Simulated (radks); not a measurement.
Results of a calculation; reference values are marked as such.
Q: These are the eigenvalues of the occupied orbitals of an atom or ion with whole-number occupations (eV). Code: a radial shooting solver on a logarithmic mesh with Libxc functionals. Model: scalar-relativistic Kohn-Sham, exchange-only LDA, spin-polarised, spherical densities, point nucleus.

1s down: -6429.191
1s up: -6429.183
2s up: -758.1255
2s down: -755.6549
2p up: -645.4103
2p down: -643.5093
3s up: -103.5919
3s down: -97.7182
3p up: -72.6762
3p down: -66.8875
3d up: -24.9160

Which element is it, and in what charge state? The configuration may be excited. Open shells, if any, are filled with parallel spins first.

A: Z = 25, manganese, charge +2: Mn2+ in [Ar] 3d5. The list shows which subshells hold electrons but not how many an open one holds; the 1s level, -236.27 hartree, gives Z - s = 21.7 by -(Z - s)^2/2, which with screening and relativity narrows Z to a few neighbours, and the depths of the outer levels then fix element, charge and occupations together.
